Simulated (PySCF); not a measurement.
Species: C₄H₄N₂OS.
Atom-mapped SMILES: `[CH3:1][C:2](=[O:3])[c:4]1[cH:5][n:6][s:7][n:8]1`

Structure used (GFN2-xTB), in Å, numbered top down from 1:
```xyz
12
C4H4N2OS angstrom
C     -1.8016   -0.4116    0.6175
C     -0.8915    0.4055   -0.2518
O     -1.2688    1.2782   -0.9983
C      0.5438    0.0680   -0.1374
C      1.5985    0.6911   -0.8513
N      2.7755    0.1984   -0.5589
S      2.5928   -0.9791    0.5455
N      0.9914   -0.8804    0.6717
H     -1.5068   -0.2962    1.6580
H     -1.6935   -1.4638    0.3630
H     -2.8324   -0.0967    0.4813
H      1.4936    1.4859   -1.5653
```

NICS is the negative of the GIAO shielding at a point without a nucleus: at the ring centre (0) and 1 Å above and below it (1); zz is the component along the ring normal. Level: GIAO PBE0/pcSseg-1 (PySCF, non-relativistic, gas phase) on the GFN2-xTB geometry, one conformer.

Ring bond lengths (Å), with Mayer bond orders in brackets: C4–C5 1.418 (1.22), C5–N6 1.309 (1.58), N6–S7 1.625 (1.22), S7–N8 1.609 (1.26), N8–C4 1.325 (1.52).

Q: Give the NICS values of each ring in ppm.

A: 
| ring | type | NICS(0) | NICS(1), two faces | NICS(1)zz, two faces | rms pucker (Å) | centre to ring atoms, mean (Å) |
| --- | --- | --- | --- | --- | --- | --- |
| C4–C5–N6–S7–N8 | 5-membered ring with 2 N and S; formal bonds all aromatic | -13.9 | -13.2 / -13.2 | -33.0 / -33.0 | 0.00 | 1.24 |

Q: What do they say, and how far can they be read as aromaticity?

A: 
- C4–C5–N6–S7–N8: mean NICS(1)zz -33.0 ppm, shielded. For a flat ring without four-coordinate atoms the NICS criterion counts such a value as aromatic.

Q: List the ring angles and the Hirshfeld charges of the ring atoms.

A: 
- C4–C5–N6–S7–N8: C4 111.8° (+0.025 e), C5 113.0° (+0.010 e), N6 108.9° (-0.185 e), S7 96.9° (+0.273 e), N8 109.4° (-0.168 e); sum 540.0° against 540° for a flat convex ring.

Q: What are the shieldings of the ring atoms and their hydrogens in the same run (means over atoms taken as equivalent)?

A: 
```json
{"atoms": "C4", "environment": "substituted aromatic carbon", "σ isotropic (ppm)": "23.5", "principal values of the symmetric part, first atom (ppm)": "-36.0, 9.4, 97.1"}
{"atoms": "C5", "environment": "aromatic CH next to a ring nitrogen", "σ isotropic (ppm)": "31.7", "principal values of the symmetric part, first atom (ppm)": "-47.0, 12.5, 129.5"}
{"atoms": "N6", "environment": "pyridine-type nitrogen", "σ isotropic (ppm)": "-137.2", "principal values of the symmetric part, first atom (ppm)": "-414.6, -199.5, 202.5"}
{"atoms": "S7", "environment": "ring sulfur", "σ isotropic (ppm)": "-19.6", "principal values of the symmetric part, first atom (ppm)": "-167.8, 36.9, 72.1"}
{"atoms": "N8", "environment": "pyridine-type nitrogen", "σ isotropic (ppm)": "-139.3", "principal values of the symmetric part, first atom (ppm)": "-435.9, -193.3, 211.5"}
{"atoms": "H12", "environment": "aromatic hydrogen", "σ isotropic (ppm)": "22.50", "principal values of the symmetric part, first atom (ppm)": "18.9, 23.2, 25.4"}
```
